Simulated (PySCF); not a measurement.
## Working out the ionisation energy of Fe⁺

Fe⁺ [Ar] 3d6 4s1 (6D) → Fe²⁺ [Ar] 3d6 (5D). Computed with PySCF 2.14 in cc-pVTZ-DK, with the spin-free X2C one-electron Hamiltonian (Gaussian nucleus). Frozen: [Ar]. Energies in hartree (1 hartree = 27.21139 eV):

```json
{"part": "UHF", "Fe⁺ (lower)": "-1271.110927", "Fe²⁺ (upper)": "-1270.548709"}
{"part": "MP2 opposite-spin", "Fe⁺ (lower)": "-0.058347", "Fe²⁺ (upper)": "-0.052546"}
{"part": "MP2 same-spin", "Fe⁺ (lower)": "-0.086724", "Fe²⁺ (upper)": "-0.071302"}
```

What does Hartree-Fock give?

(-1270.548709) − (-1271.110927) = 0.562218 hartree = 15.299 eV.

What do MP2 and SCS-MP2 (6/5 opposite-spin, 1/3 same-spin) give?

The opposite-spin parts differ by 0.158 eV and the same-spin parts by 0.420 eV. MP2: 15.299 + (0.158) + (0.420) = 15.877 eV. SCS-MP2: 15.299 + 1.2 × (0.158) + (0.420)/3 = 15.629 eV.

Reference: 16.199 eV (measured; NIST Atomic Spectra Database, ionization energies), between the lowest levels; spin-orbit coupling is absent from the calculation.

What remains against the reference includes basis incompleteness, the frozen core and correlation beyond second order.
